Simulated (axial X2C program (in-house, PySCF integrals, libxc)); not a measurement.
What spin–orbit coupling does to WBr⁺

Calculated with an in-house all-electron X2C program for linear molecules (integrals from PySCF). Spin-free means the one-electron spin-free X2C Hamiltonian; two-component (2c) means X2C with spin–orbit coupling and atomic mean-field two-electron Coulomb and Gaunt terms, so the difference of the two also holds small scalar two-electron terms. Basis: W dyall-cv3z [13s14p9d7f4g], Br dyall-cv3z [8s9p6d4f1g] (cores contracted in-house); Gaussian nuclei, density fitting, unrestricted open shells. Masses: W 183.951 u, Br 78.918 u.

Spin-free state: M_S = 2, Λ = 1 (beyond evenly filled blocks: σα, π+α, δ+α, δ-α); fragments W+ + Br.

```tsv
level	Re (Å)	ωe (cm⁻¹)	De (eV)	μ (D)
PBE0	2.290	320.6	3.693	-3.00
HF	2.349	298.4	1.698	-5.15
MP2	2.297	326.4	3.434	n/a
CCSD	2.311	316.8	3.241	n/a
CCSD(T)	2.312	316.0	3.446	n/a
BHandHLYP	2.304	318.3	3.274	-3.76
```

Correlated methods: 12 electrons correlated (number of frozen shells: W 5 s, 4 p, 2 d, 1 f; Br 3 s, 2 p, 1 d), 330 virtual spin orbitals or spinors in MP2, 90 natural virtuals in coupled cluster.

Dipoles are positive if Br is the positive end and refer to the centre of mass.

Two-component determinant lowest at the distance of the search:

Ω = 1 (⟨Sz⟩ = 1.97, ⟨Lz⟩ = -0.97 at HF); fragments W+ + Br.

```
    level  Re (Å)  ωe (cm⁻¹)  μ (D)
     PBE0   2.291      319.4  -2.95
       HF   2.349      298.4  -5.06
      MP2   2.298      325.0    n/a
     CCSD   2.312      315.5    n/a
  CCSD(T)   2.314      314.6    n/a
BHandHLYP   2.306      316.3  -3.72
```

Problem. From the two tables, how do the constants change at the CCSD(T) level (2c against spin-free)?

Solution. At the CCSD(T) level Re rises by 0.002 Å and ωe falls by 1.4 cm⁻¹.

One determinant describes the state; a PBE0 search over occupations chose it and may have missed a lower one. Dissociation energies refer to the lowest single-determinant-based atoms at the same level and basis. De is not given where an atomic determinant may have missed its ground term or J level, or where the truncated virtual space spoils (T). Density functionals use the spin component along the axis (collinear). Coupled cluster ran in a truncated set of natural virtual spinors; the MP2 energy of the rest was added. (T) has no such correction and the atoms are truncated less, which lowers De at CCSD(T) by a hundredth of an eV or more. Without a current term, density functionals place determinants with orbital angular momentum somewhat too high. With several unpaired electrons one determinant need not be a pure state. Open-shell Ω = 0 determinants with evenly filled partner blocks cannot be reached by this program, so the Ω shown need not be the lowest component. Some points did not converge and are left out. The determinant is spin-polarised beyond a pure state at some levels (its spin-free form has ⟨S²⟩ too high), which makes Re and μ there less reliable. The stretched end of a curve changes character and is left out. With the outer-core shells frozen, correlated bond lengths of heavy atoms tend to come out a few hundredths of an ångström too long.
